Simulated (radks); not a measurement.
The numbers below are computed, except where a source is named.
Ionisation of the ruthenium ion Ru2+, [Kr] 4d6, to Ru3+, [Kr] 4d5, under several functionals. Scalar-relativistic Kohn-Sham, spin-unpolarised, spherical densities, finite nucleus; a radial shooting solver on a logarithmic mesh with Libxc functionals.

functional                                      E(Ru2+) (hartree)  Exc (hartree)  IE (eV)  -e(HOMO) (eV)  <r> HOMO (bohr)  IE error (eV)
SCAN                                                  -4530.71100     -133.64008   30.580         24.113            1.519         +2.110
exchange-only PBE                                     -4527.55248     -130.57643   29.505         23.075            1.542         +1.035
BP86                                                  -4530.66804     -133.74801   30.713         24.239            1.524         +2.243
revPBE                                                -4529.95846     -133.03882   30.546         24.055            1.523         +2.076
LDA (Slater exchange, Perdew-Wang correlation)        -4525.24675     -128.26249   30.851         24.378            1.528         +2.381
TASK exchange with Perdew-Wang LDA correlation        -4529.28632     -132.14053   30.332         23.823            1.490         +1.862

NIST Atomic Spectra Database: 28.470 eV (semi-empirical). Closest: exchange-only PBE. The Delta-SCF values span 1.35 eV, the total energies 5.46 hartree. The highest occupied level is 4d. Spin polarisation and multiplet splitting are left out, so open shells lie too high by an amount that depends on their filling.

Beside tabulated values, note that spin-unpolarised runs miss the spin-polarisation part of the exchange energy of open shells.
